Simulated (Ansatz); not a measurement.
The first iterations of a band of CH4NSe (7 atoms, charge -1, multiplicity 1).

Level of theory: RKS PBE0-D4/def2-SVP (Ansatz 0.2.0).

| Item | Value |
| --- | --- |
| movable images | 2 |
| climbing image | yes |
| spring | 5.0 eV/Å² |
| optimiser | quadratic models (default) |
| start path | through a guess of the saddle point |
| force threshold | 0.03 eV/Å |
| iteration limit | 60 |
| end points | relaxed |

Initial state:

```xyz
7
Properties=species:S:1:pos:R:3
N -0.710 0.317 -0.657
C 0.492 0.175 0.176
Se 0.542 -1.416 1.327
H -1.485 0.234 0.009
H -0.785 -0.583 -1.141
H 0.580 1.091 0.789
H 1.367 0.180 -0.502
```

Final state:

```xyz
7
Properties=species:S:1:pos:R:3
N -0.253 0.140 -0.566
C 0.548 0.478 0.687
Se 1.160 -1.340 1.143
H -0.694 0.953 -1.025
H -0.944 -0.666 -0.462
H -0.266 0.711 1.414
H 0.449 -0.276 -1.190
```

| iteration | highest image above the first end (eV) | largest band force component (eV/Å) |
| --- | --- | --- |
| 1 | 4.267 | 12.696 |
| 2 | 4.051 | 1.536 |
| 3 | 3.891 | 2.392 |
| 4 | 3.726 | 2.812 |
| 5 | 3.557 | 1.958 |
| 6 | 3.388 | 1.392 |
| 7 | 3.233 | 1.224 |
| 8 | 3.233 | 1.419 |
| 9 | 3.233 | 0.545 |
| 10 | 3.233 | 2.604 |
| 11 | 3.233 | 2.404 |
| 12 | 3.811 | 1.206 |
| 13 | 3.991 | 2.190 |
| 14 | 3.926 | 0.658 |

**Question.** Does the band converge within its limit, and where does its top end?

**Answer.** It converged. It ended after 42 iterations with the highest image 3.486 eV above the first end. Neighbouring images differ by up to 3.2 eV, so the band resolves the path poorly. Another band between the same ends (7 images) ends at a top of the same energy, where a vibrational analysis finds 1 clearly imaginary mode. So few images can step over the top or miss a turn of the path. The orbitals stay closed-shell, which can raise the energy where a bond breaks towards radicals; this wasn't checked here. Limits of this set-up: an anion without diffuse functions, the dipole of an ion depends on the origin.

Time of the run: 2.1 min on 1 thread of Intel(R) Xeon(R) 6975P-C (Granite Rapids), on a shared host, peak memory 0.17 GiB.
